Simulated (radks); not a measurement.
Results of a calculation; reference values are marked as such.
Question: Radial electron density D(r) = 4 pi r^2 rho(r) of an atom or ion with 32 electrons. Code: a radial shooting solver on a logarithmic mesh with Libxc functionals. Model: Dirac Kohn-Sham, PBE, spin-unpolarised, spherical densities, finite nucleus; Fermi nuclear charge, rms radius of each element as measured or else 0.836 A^(1/3) + 0.57 fm.

| r (bohr) | D(r) (e/bohr) |
|---|---|
| 0.006228 | 9.710 |
| 0.007192 | 12.02 |
| 0.008306 | 14.73 |
| 0.009593 | 17.85 |
| 0.01108 | 21.33 |
| 0.01279 | 25.11 |
| 0.01478 | 29.05 |
| 0.01707 | 32.93 |
| 0.01971 | 36.50 |
| 0.02276 | 39.44 |
| 0.02629 | 41.43 |
| 0.03036 | 42.23 |
| 0.03506 | 41.75 |
| 0.04049 | 40.15 |
| 0.04676 | 37.88 |
| 0.054 | 35.69 |
| 0.06237 | 34.46 |
| 0.07203 | 34.95 |
| 0.08318 | 37.46 |
| 0.09607 | 41.56 |
| 0.1109 | 46.02 |
| 0.1281 | 49.11 |
| 0.1492 | 49.14 |
| 0.1723 | 45.47 |
| 0.1989 | 39.10 |
| 0.2298 | 32.24 |
| 0.2653 | 27.46 |
| 0.3064 | 26.30 |
| 0.3539 | 28.37 |
| 0.4087 | 31.48 |
| 0.472 | 32.93 |
| 0.5451 | 31.08 |
| 0.6296 | 26.08 |
| 0.7271 | 19.51 |
| 0.8397 | 13.24 |
| 0.9697 | 8.554 |
| 1.12 | 5.713 |
| 1.293 | 4.266 |
| 1.494 | 3.516 |
| 1.725 | 2.914 |
| 1.992 | 2.231 |
| 2.301 | 1.503 |
| 2.657 | 0.8694 |
| 3.069 | 0.4262 |
| 3.544 | 0.1745 |
| 4.093 | 0.05817 |
| 4.727 | 0.01527 |
| 5.459 | 0.003049 |
| 6.305 | 0.0004456 |

What is the nuclear charge?

Answer: Z = 34. The innermost maximum, from 1s, lies near gamma/Z bohr with gamma = sqrt(1 - (Z/c)^2) = 0.969, here 0.0285 bohr (found: 0.0308), and its height grows with Z. The density is that of the selenium ion Se2+ in [Ar] 3d10 4s2 4p2; the configuration itself is not fixed sharply by these data, and Z only to about a unit. D(r) has 3 maxima, at r = 0.0308, 0.139, 0.472 bohr, and minima at 0.0649, 0.297 bohr, inside which lie 2.10, 10.98 electrons.
